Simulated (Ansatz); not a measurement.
Stepwise reaction of tetramethylsilane with water, as a gas-phase model of exchange steps in deposition or etching. ΔE in kJ/mol.

Computed with Ansatz on PBE0-D4/def2-TZVP structures; ΔE is electronic, products minus reactants. CBS: MP2 limit from def2 TZ/QZ plus the TZ coupled-cluster correction, frozen cores. This one scheme is used for every species. Functionals use def2-TZVPP. B3LYP here is the variant with VWN-RPA as its local correlation; programs differ in this. Each species was taken in one conformer, which may not be the lowest.

```csv
step,reaction,PBE-D4,B3LYP-D4,ωB97M-V,CCSD(T)/CBS
1,`C[Si](C)(C)C` + H₂O → `C[Si](C)(C)O` + CH₄,-99.9,-110.9,-108.4,-104.4
2,`C[Si](C)(C)O` + H₂O → `C[Si](C)(O)O` + CH₄,-107.2,-118.3,-115.8,-112.6
3,`C[Si](C)(O)O` + H₂O → `C[Si](O)(O)O` + CH₄,-115.0,-126.6,-124.2,-121.2
4,`C[Si](O)(O)O` + H₂O → `O[Si](O)(O)O` + CH₄,-107.7,-119.6,-117.5,-115.5
```

Question: By hand: ΔE of the 4 steps together at CCSD(T)/CBS.

Answer: (-104.4) + (-112.6) + (-121.2) + (-115.5) = -453.7 kJ/mol, or -113.4 kJ/mol a step.

In ΔE step 3 is the lowest and step 1 the highest. All are downhill at CCSD(T)/CBS. PBE-D4 differs from CCSD(T)/CBS by 4.5 to 7.8 kJ/mol a step. Isolated molecules leave out the surface, adducts and barriers. Largest T1 diagnostic: 0.011.
